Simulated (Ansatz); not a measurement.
`C[Se][AlH][F]` + `C=C(Cl)[SiH2]S` → `C=[C](Cl)[AlH][F]` + `C[Se][SiH2]S`  (redistribution)

Calculated with Ansatz (gas phase, PBE0-D4/def2-TZVP geometries, no zero-point term in ΔE). CCSD(T)/CBS adds triple-zeta CCSD(T) − MP2 to the extrapolated MP2 energy (def2 sets, frozen cores). DFT in def2-TZVPP. For Se outer-core shells are correlated without core-valence functions, which leaves a few kJ/mol of doubt a bond. Scalar relativity is left out up to krypton. Each species was taken in one conformer, which may not be the lowest.

(1) Is it downhill or uphill in electronic energy at CCSD(T)/CBS, and by how much? (Estimate.)

(2) What do these levels give: r2SCAN-D4, PBE0-D4, ωB97M-V, B2PLYP, r2SCAN, PBE0, CCSD/def2-TZVPP, CCSD(T)/def2-TZVPP, MP2/def2-QZVPP, SCS-MP2/def2-QZVPP, MP2/CBS(def2), CCSD/CBS(def2)? (Best estimate.)

Largest T1 diagnostic among the species: 0.012.

Results:

(1) Computed: Uphill: ΔE = +9.7 kcal/mol.

(2) Ansatz gave: r2SCAN-D4 9.5, PBE0-D4 9.3, ωB97M-V 9.3, B2PLYP 9.5, r2SCAN 9.5, PBE0 9.3, CCSD/def2-TZVPP 9.9, CCSD(T)/def2-TZVPP 9.8, MP2/def2-QZVPP 9.7, SCS-MP2/def2-QZVPP 9.8, MP2/CBS(def2) 9.6, CCSD/CBS(def2) 9.7 kcal/mol.
